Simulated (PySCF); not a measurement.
A GIAO shielding run with PySCF (density fitting, non-relativistic, gas phase) on `C=N[SiH2][C@H](C)CC(=C)C`, C7H15NSi:

```
$ OMP_NUM_THREADS=1 python probes_run.py task.json out

{"job": {"kind": "nmr", "xc": "PBE0", "basis": "pcSseg-1"}, "charge": 0, "multiplicity": 1}
C      3.662151     1.120353    -0.928047
N      2.659958     0.397482    -1.093018
Si     2.056211    -1.019699    -0.320781
C      0.307045    -0.540522     0.273237
C     -0.354740    -1.719611     0.977408
C     -0.557192    -0.049575    -0.899793
C     -1.861392     0.538867    -0.438494
C     -2.994557    -0.145038    -0.470226
C     -1.796735     1.949118     0.065360
H      4.433529     0.956110    -0.169379
H      3.809664     1.984369    -1.572642
H      2.823608    -1.556361     0.813533
H      2.008904    -1.986296    -1.417319
H      0.388991     0.276719     0.998363
H      0.236931    -2.042886     1.831496
H     -0.454829    -2.562860     0.296497
H     -1.348661    -1.449257     1.331429
H     -0.749072    -0.892030    -1.566551
H      0.000987     0.705051    -1.457187
H     -3.040297    -1.152194    -0.849631
H     -3.925276     0.273543    -0.123564
H     -1.005231     2.058389     0.805185
H     -1.571694     2.626101    -0.759246
H     -2.740040     2.249990     0.514393
```

Hardware: 1 thread of an Arm Neoverse V2, shared host. The job also computes population analyses, field gradients.

Q: How large is the calculation?

A: 78 electrons, 235 basis functions and 1232 auxiliary functions.

Q: How long does it take, and how much memory does it need?

A: 57 s of wall time, with 14 SCF cycles and 5 response iterations; peak memory 1.1 GiB. Times on a shared host scatter by some tens of per cent.
